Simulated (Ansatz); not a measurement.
Mulliken charges of `FC1([SiH3])BO1` from r2SCAN/def2-TZVPP in Ansatz (PBE0-D4/def2-TZVP geometry).

```
atom   x (Å)   y (Å)   z (Å)  charge (e)
  F1  -1.108  -0.711  -1.373      -0.211
  C2  -0.528  -0.011  -0.346       0.250
 Si3   1.168  -0.687   0.125       0.290
  B4  -1.401   1.015   0.352       0.042
  O5  -0.583   1.439  -0.611      -0.231
  H6   1.669   0.135   1.254      -0.064
  H7   2.092  -0.602  -1.032      -0.054
  H8   1.006  -2.099   0.551      -0.058
  H9  -2.225   1.473   1.064       0.036
```

By hand: the dipole of these point charges (1 e Å = 4.8032 D).

Σ q r = (0.158, -0.143, 0.377) e Å, of length 0.433 e Å = 2.08 D.

How does the dipole of the full density compare? (An estimate is asked.)

Ansatz gave: (0.037, 0.002, 0.330) e Å, 1.60 D; the point charges give 1.30 times that, at 25° from its direction.

Point charges leave out the atoms' own dipoles, such as those of lone pairs, and Mulliken's split depends on the basis, so the two needn't agree.
